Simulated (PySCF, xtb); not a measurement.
H3O4Si, SMILES [O][Si](O)(O)O, multiplicity 2. One conformer was computed; it need not be the lowest.

Harmonic wavenumbers (cm⁻¹) from GFN2-xTB (xtb) at its own minimum, in rising order: 153, 228, 232, 275, 293, 300, 316, 339, 703, 811, 824, 839, 860, 975, 1085, 3650, 3684, 3688.

Q: What does PBE-D3(BJ)/def2-SVP (PySCF) give at its own minimum? (The exact figures need the calculation; the answer reports its results.)

A: 109, 196, 214, 275, 299, 313, 320, 347, 730, 782, 795, 805, 823, 938, 976, 3737, 3759, 3774. Paired by order, the mean absolute difference is 37 cm⁻¹ and the zero-point energies are 27.5 and 27.4 kcal/mol.
